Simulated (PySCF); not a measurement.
Parent: `[CH:1]#[C:2][P@:3]1(=[Se:4])[C:5]([CH3:6])=[C:7]1[CH:8]=[CH2:9]` with C5–C7–C8–C9 175°, C7H7PSe.

The calculation used PBE0-D3(BJ)/def2-SVP geometry optimisation, gas phase (PySCF 2.14.0). One conformer each, not checked by frequencies here.

```tsv
coordinate of the parent	value
C1≡C2	1.215 Å
C2–P3	1.759 Å
P3=Se4	2.083 Å
P3–C5	1.775 Å
C5–C6	1.473 Å
C5=C7	1.340 Å
C7–C8	1.441 Å
C8=C9	1.340 Å
P3–C7	1.774 Å
C1–C2–P3	177.9°
C2–P3–Se4	115.0°
C2–P3–C5	110.0°
C2–P3–C7	110.0°
Se4–P3–C5	129.4°
Se4–P3–C7	129.3°
C5–P3–C7	44.4°
P3–C5–C6	147.6°
P3–C5–C7	67.8°
C6–C5–C7	144.3°
C5–C7–C8	144.3°
P3–C7–C5	67.8°
P3–C7–C8	147.6°
C7–C8–C9	122.5°
```

Question: How does the shared frame change in `[CH:1]#[C:2][P:3]1(=[Se:4])[C:5]([CH:6]=[CH2:7])=[C:8]1[CH:9]=[CH2:10]` with P3–C5–C6–C7 5°, C5–C8–C9–C10 -175°, C8H7PSe? Atoms pair as C1 = C1, C2 = C2, P3 = P3, Se4 = Se4, C5 = C5, C6 = C6, C7 = C8, C8 = C9, C9 = C10 (parent first).

Answer: 
| parent | relative | value in the relative | change |
| --- | --- | --- | --- |
| C1≡C2 | C1≡C2 | 1.214 Å | -0.001 |
| C2–P3 | C2–P3 | 1.758 Å | -0.001 |
| P3=Se4 | P3=Se4 | 2.082 Å | -0.001 |
| P3–C5 | P3–C5 | 1.776 Å | +0.001 |
| C5–C6 | C5–C6 | 1.438 Å | -0.035 |
| C5=C7 | C5=C8 | 1.347 Å | +0.007 |
| C7–C8 | C8–C9 | 1.438 Å | -0.003 |
| C8=C9 | C9=C10 | 1.341 Å | +0.001 |
| P3–C7 | P3–C8 | 1.776 Å | +0.002 |
| C1–C2–P3 | C1–C2–P3 | 177.7° | -0.2 |
| C2–P3–Se4 | C2–P3–Se4 | 115.1° | +0.1 |
| C2–P3–C5 | C2–P3–C5 | 109.7° | -0.3 |
| C2–P3–C7 | C2–P3–C8 | 109.6° | -0.4 |
| Se4–P3–C5 | Se4–P3–C5 | 129.6° | +0.2 |
| Se4–P3–C7 | Se4–P3–C8 | 129.7° | +0.4 |
| C5–P3–C7 | C5–P3–C8 | 44.6° | +0.2 |
| P3–C5–C6 | P3–C5–C6 | 147.4° | -0.2 |
| P3–C5–C7 | P3–C5–C8 | 67.7° | -0.1 |
| C6–C5–C7 | C6–C5–C8 | 144.6° | +0.3 |
| C5–C7–C8 | C5–C8–C9 | 144.5° | +0.2 |
| P3–C7–C5 | P3–C8–C5 | 67.7° | -0.1 |
| P3–C7–C8 | P3–C8–C9 | 147.6° | 0.0 |
| C7–C8–C9 | C8–C9–C10 | 122.4° | -0.1 |

Of the parent's bonds, C5–C6 changes most (-0.035 Å). Bonds of the relative outside the shared frame: C6=C7 1.341 Å. Point group C1 → Cs.
